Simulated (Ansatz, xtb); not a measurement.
Species: sum formula H2BO2 (charge 0, doublet). It need not be the lowest isomer of its formula. SMILES: O[B]O
Structure (B3LYP-D3(BJ)/def2-TZVP (Ansatz, an electronic-structure program) minimum search):
```xyz
5

B     -0.4472    -0.2864    -0.0092
O     -0.6236     1.0437     0.1172
O      0.6904    -1.0009    -0.1159
H      0.1763     1.5939     0.1372
H      1.5249    -0.5046    -0.1021
```
Charge 0, spin multiplicity 2.

Harmonic wavenumbers from GFN2-xTB (xtb, at its own minimum), cm⁻¹: 428, 471, 579, 848, 930, 1152, 1263, 3323, 3340.

Q: Give the harmonic wavenumbers at B3LYP-D3(BJ)/def2-TZVP (Ansatz, finite differences of forces, unscaled).

A: 376, 469, 557, 890, 968, 1169, 1447, 3651, 3655 cm⁻¹. Zero-point energy 18.8 kcal/mol.

Q: From these and the geometry, give the ideal-gas thermochemistry at 298.15 K and 1 atm (rigid rotor, harmonic oscillator).

A: Point group C2v, rotational symmetry number 2. Rotational constants 100.6, 9.938, 9.044 GHz. S(trans) 37.33, S(rot) 19.73, S(vib) 2.64, S(elec, spin only) 1.38, S 61.1 cal/(mol K). H(298) - H(0) 2.93 kcal/mol; G - E(el) 3.6 kcal/mol.
